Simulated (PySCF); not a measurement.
FeO₃, SMILES [O]=[Fe](=[O])=[O], multiplicity 1. Heavy atoms are numbered as in [Fe:1](=[O:2])(=[O:3])=[O:4].

The structure is a stationary point at r2SCAN-D4/def2-SVP. The multiplicity is an assumed one; other spin states were not compared.

The numbers are results of KT2/pcSseg-2 run with PySCF, not measurements.

GIAO shieldings, no solvent; atoms alike by connectivity are averaged. δ = σ(ref) − σ: ¹⁷O against H2O (σ = 324.0 ppm), references at their B3LYP-D3(BJ)/def2-TZVP geometries, non-relativistic.

```tsv
nucleus	atoms	count	δ (ppm)
¹⁷O	O2	3	1450.1
```
